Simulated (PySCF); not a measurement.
# An excited-state table with gaps

C7H4F2.
Numbering: `[F:1][c:2]1[cH:3][c:4]([F:5])[c:6]2[c:7]([cH:8]1)[CH2:9]2` (hydrogens: H10 on C3; H11 on C8; H12, H13 on C9)

Cartesian coordinates in Å at the GFN2-xTB level; atoms count from 1:
```
atom  x, y, z in Å
F1    -2.6716   -1.2565   -0.2726
C2    -1.4803   -0.6411   -0.1491
C3    -1.4708    0.7371   -0.0708
C4    -0.2548    1.4339    0.0595
F5    -0.2640    2.7767    0.1358
C6     0.8560    0.6647    0.0980
C7     0.8029   -0.7145    0.0172
C8    -0.3265   -1.4521   -0.1080
C9     2.1417   -0.0874    0.1548
H10   -2.3998    1.2828   -0.1083
H11   -0.3967   -2.5253   -0.1724
H12    2.7997   -0.0588   -0.7056
H13    2.6599   -0.1591    1.1038
```

Theory: PySCF 2.14.0, density-fitted response routines, TDDFT CAM-B3LYP/def2-SVPD, vertical, gas phase, core orbitals frozen in the response.

Lowest singlets, with some entries withheld (?).

```tsv
state	E (eV)	f	main configurations (H = HOMO, L = LUMO)
S1	5.34	0.030	H→L (71%), H-1→L+1 (23%)
S2	5.93	0.0083	H→L+1 (68%), H-1→L (22%)
S3	6.63	0.0004	H-2→L (85%)
S4	6.69	0.0029	H→L+2 (84%), H-2→L (8%)
S5	?	?	?
S6	6.99	0.526	H-1→L+1 (50%), H→L+1 (16%), H→L (15%)
S7	7.00	0.0029	H-2→L+1 (92%)
S8	?	?	?
```

Problem. Fill in the withheld entries.

Solution. 
- S5: E = 6.92 eV; f = 0.355; H-1→L (59%), H-1→L+1 (22%), H→L+1 (10%)
- S8: E = 7.30 eV; f = 0.0004; H-1→L+2 (87%)

Problem. How far apart are S2 and S5, in eV and cm⁻¹?

Solution. 6.918 − 5.935 = 0.983 eV, or about 7930 cm⁻¹.

Problem. Where do the lowest triplets lie (Tamm–Dancoff)?

Solution. T1 4.03 eV, H→L+1 (54%), H-1→L (23%), H→L (17%); T2 4.57 eV, H→L (77%), H→L+1 (11%); T3 4.81 eV, H-1→L (68%), H→L+1 (30%). E(S1) − E(T1) = +1.31 eV.

Problem. What is the mean static polarisability from the same response equations?

Solution. 76.4 au (11.31 Å³), with principal values 47.0, 85.0 and 97.0 au.

Hardware: one thread of an Arm Neoverse V1, shared host. Cost: 43 s of wall time.
